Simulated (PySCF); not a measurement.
Dipole moment (D) of eight silicon and germanium compounds: PBE beside r2SCAN, computed with PySCF for isolated molecules in the bases named; differences from unrounded values. The eight are the first of their class met in an unordered collection, after screening for sound electronic states; none was chosen by its value, except that the dipole had to exceed 0.05 D. Each molecule has one DFT geometry for both levels.

```tsv
molecule	basis	r2SCAN	PBE	difference
CH3Cl2NSi2, SMILES Cl[Si]1(Cl)C=N[SiH2]1	def2-TZVP	0.54	0.53	-0.01
C2H3Cl2FSi, SMILES F/C(=C/Cl)[SiH2]Cl	def2-TZVP	1.19	1.15	-0.04
FH₅SSi₂, SMILES F[SiH2]S[SiH3]	def2-TZVP	0.84	?	?
C₃H₆FNSi, SMILES C1[C@@H](N=C[SiH2]1)F	def2-TZVP	2.86	2.71	-0.16
CH7NOSi2, SMILES C1N[SiH2]O[SiH2]1	def2-TZVP	2.10	2.09	-0.02
ClF2H3Si2, SMILES F[SiH]([SiH2]Cl)F	def2-TZVP	1.25	1.21	-0.04
Si(F)2(Br)(OH) (BrF2HOSi), SMILES F[Si](O)(Br)F	def2-TZVP	1.57	?	?
C₂H₆N₂OSi, SMILES N[Si@@H](OC#N)C	def2-TZVP	6.03	?	?
```

Task: Complete the blanks. (The exact figures need the calculation; the answer reports its results.)

Result: 
- FH₅SSi₂, SMILES F[SiH2]S[SiH3], PBE: 0.81
- FH₅SSi₂, SMILES F[SiH2]S[SiH3], difference: -0.02
- C₂H₆N₂OSi, SMILES N[Si@@H](OC#N)C, PBE: 5.96
- C₂H₆N₂OSi, SMILES N[Si@@H](OC#N)C, difference: -0.07
- Si(F)2(Br)(OH) (BrF2HOSi), SMILES F[Si](O)(Br)F, PBE: 1.51
- Si(F)2(Br)(OH) (BrF2HOSi), SMILES F[Si](O)(Br)F, difference: -0.06

PBE lies below r2SCAN in 8 and above it in 0 of the eight; the mean signed difference is -0.05 and the largest -0.16 D.
